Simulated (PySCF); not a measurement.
Species: C3H5BrSi.
Numbering: `[CH:1]#[C:2][Si@@H:3]([CH3:4])[Br:5]` (hydrogens: H6 on C1; H7 on Si3; H8, H9, H10 on C4)

The calculation used PBE0-D3(BJ)/def2-SVP geometry optimisation, gas phase (PySCF 2.14.0).

(1) Give the optimised bond lengths and angles.

Results:

(1) 
```
                bond  length (Å)   order
               C1≡C2       1.217  triple
              C2–Si3       1.831  single
              Si3–C4       1.863  single
             Si3–Br5       2.235  single
               C1–H6       1.076  single
              Si3–H7       1.488  single
C4–H8, C4–H9, C4–H10       1.100  single
```

Bonds in one row agree within 0.01 Å and their mean is given. Orders are formal, as drawn. A selection of angles:
```
     angle  degrees
  C2–C1–H6    179.8
 C1–C2–Si3    179.2
 C2–Si3–C4    110.5
C2–Si3–Br5    108.6
 C2–Si3–H7    109.0
C4–Si3–Br5    109.2
 C4–Si3–H7    112.5
Br5–Si3–H7    106.9
 Si3–C4–H8    109.9
Si3–C4–H10    110.6
  H8–C4–H9    108.6
```

Si3 (SiH silicon) is tetrahedral (angles from 106.9° to 112.5°). The C–Si distances run from 1.831 Å (C2–Si3, drawn single) to 1.863 Å (Si3–C4, drawn single), a spread of 0.032 Å.

Point group: C1 (no symmetry element, even within 0.4 Å). PBE0-D3(BJ)/def2-SVP frequencies: not computed here.
